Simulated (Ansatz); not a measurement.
Gas-phase electronic energies from Ansatz, PBE0-D4/def2-TZVP geometries. CCSD(T)/CBS adds triple-zeta CCSD(T) − MP2 to the extrapolated MP2 energy (def2 sets, frozen cores). This one scheme is used for every species. DFT in def2-TZVPP. B3LYP here is the variant with VWN-RPA as its local correlation; programs differ in this. For Ge, Se outer-core shells are correlated without core-valence functions, which leaves a few kJ/mol of doubt a bond. Scalar relativity is left out up to krypton. Each species was taken in one conformer, which may not be the lowest.

Consider the ligand exchange at a Ge–Se bond: `C[O][GeH]([Cl])[SeH]` + CH₃OH → `C[O][GeH]([Cl])[O]C` + H₂Se.

`C[O][GeH]([Cl])[SeH]`:

```xyz
10

C    -1.401   -0.635   -0.377
O    -0.463    0.106   -1.130
Ge    0.969    0.773   -0.357
Cl    0.321    2.207    1.114
Se    2.222   -0.869    0.757
H    -0.931   -1.486    0.129
H    -1.900   -0.009    0.370
H    -2.152   -1.015   -1.072
H     1.752    1.466   -1.470
H     1.583   -0.538    2.037
```

CH₃OH:

Cartesian coordinates in Å:
```
C -0.072 -0.158 0.311
O 0.728 0.324 -0.744
H 0.599 -0.613 1.040
H -0.784 -0.924 -0.021
H -0.628 0.643 0.814
H 0.157 0.728 -1.400
```

`C[O][GeH]([Cl])[O]C`:

Cartesian coordinates in Å:
```
C 0.926 -1.060 1.841
O -0.067 -0.659 0.920
Ge -0.136 0.992 0.319
Cl 1.834 1.490 -0.400
O -1.276 0.991 -1.003
C -1.091 0.114 -2.100
H 0.834 -0.532 2.797
H 0.791 -2.128 2.025
H 1.935 -0.899 1.447
H -0.580 2.023 1.352
H -0.158 0.330 -2.632
H -1.084 -0.932 -1.782
H -1.926 0.270 -2.784
```

H₂Se:

Z-matrix (Å, degrees):
```
Se
H 1 1.467
H 1 1.467 2 91.2
```

Task: Is it downhill or uphill in electronic energy at CCSD(T)/CBS, and by how much? (An estimate is asked.)

Result: Ansatz gave: Uphill: ΔE = +0.19 eV.

Task: What do these levels give: r2SCAN-D4, B3LYP-D4, r2SCAN, PBE0, HF/def2-TZVPP, MP2/def2-TZVPP, CCSD/def2-TZVPP, HF/def2-QZVPP, MP2/def2-QZVPP, SCS-MP2/def2-QZVPP, HF/CBS(def2), MP2/CBS(def2)? (Best estimate.)

Result: The calculation gave: r2SCAN-D4 0.20, B3LYP-D4 0.21, r2SCAN 0.20, PBE0 0.28, HF/def2-TZVPP 0.08, MP2/def2-TZVPP 0.18, CCSD/def2-TZVPP 0.13, HF/def2-QZVPP 0.06, MP2/def2-QZVPP 0.21, SCS-MP2/def2-QZVPP 0.16, HF/CBS(def2) 0.06, MP2/CBS(def2) 0.24 eV.

Largest T1 diagnostic among the species: 0.011.

In def2-TZVPP, CCSD(T) changes the Hartree–Fock value by +0.06 eV (the triples alone add +0.01 eV) and MP2 by +0.11 eV.
